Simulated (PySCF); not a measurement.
C6H10FN.
Structure used (GFN2-xTB), in Å, numbered top down from 1:
```xyz
18
C6H10FN angstrom
C     -2.590   -0.900    0.307
C     -1.428   -0.317    0.007
C     -1.365    1.150   -0.296
C     -0.206   -1.118   -0.018
F     -0.436   -2.416    0.354
C      1.066   -0.865   -0.332
C      1.767    0.404   -0.717
N      2.687    0.867    0.317
H     -3.506   -0.336    0.338
H     -2.668   -1.950    0.527
H     -1.043    1.318   -1.322
H     -0.677    1.659    0.376
H     -2.352    1.590   -0.173
H      1.736   -1.713   -0.235
H      2.362    0.215   -1.616
H      1.079    1.218   -0.930
H      2.182    1.043    1.180
H      3.384    0.156    0.512
```

The calculation used TDDFT PBE0/def2-SVPD, vertical, gas phase, core orbitals frozen in the response in PySCF 2.14.0, density-fitted response routines.

Frontier orbitals with the atoms that hold most of them (Löwdin shares over 4%, at most four atoms; ? is withheld):

```tsv
orbital	ε (eV)	atoms
LUMO+2	1.08	H18 12%, C1 12%, C3 10%, H14 10%
LUMO+1	0.62	C3 14%, C7 11%, H17 9%, H12 8%
LUMO	-1.02	?
HOMO	-6.63	N8 22%, C6 21%, C4 16%, C1 15%
HOMO-1	-7.45	?
HOMO-2	-8.58	C2 22%, C4 16%, F5 15%, C1 15%
HOMO-3	-9.92	C7 18%, C6 11%, H16 10%, C3 9%
```

Task: Give the leading atoms of the LUMO.

Result: C1 (bonded to C and 2 H) 25%; C6 (bonded to 2 C and H) 19%; C2 (bonded to 3 C) 17%; C4 (bonded to 2 C and F) 14%.

Task: Which atoms hold the HOMO-1, and with what shares?

Result: N8 (bonded to C and 2 H) 44%; C7 (bonded to C, N and 2 H) 12%; C6 (bonded to 2 C and H) 10%; C1 (bonded to C and 2 H) 7%. By element: nitrogen 44%, carbon 29% or more.

Task: The HOMO–LUMO gap is 5.60 eV. Where does the response calculation put the lowest singlet, and from which orbitals?

Result: S1 is at 5.04 eV (f = 0.280), 0.56 eV below the gap, made of HOMO→LUMO (74%), HOMO-1→LUMO (24%). Without the coupling terms of the response equations the lowest excitation would equal the gap.

Task: Give energy, strength and leading configuration of S1, S2, S3 and S5, and follow the Löwdin shares of the leading atoms from the occupied to the empty orbital.

Result: 
- S1 (5.04 eV, f 0.280), HOMO→LUMO (74%): N8 22% → at most 15%, C6 21% → 19%, C1 15% → 25%
- S2 (5.73 eV, f 0.369), HOMO-1→LUMO (72%): N8 44% → at most 15%, C7 12% → at most 15%, C1 7% → 25%, C6 10% → 19%
- S3 (6.13 eV, f 0.011), HOMO→LUMO+1 (91%): N8 22% → at most 9%, C6 21% → at most 9%, C3 at most 15% → 14%, C7 at most 15% → 11%
- S5 (6.64 eV, f 0.033), HOMO-2→LUMO (74%): C2 22% → 17%, C4 16% → 14%, C1 15% → 25%, C6 at most 15% → 19%

Löwdin shares depend on the basis, the more so with diffuse functions.

One conformer stands for the species.
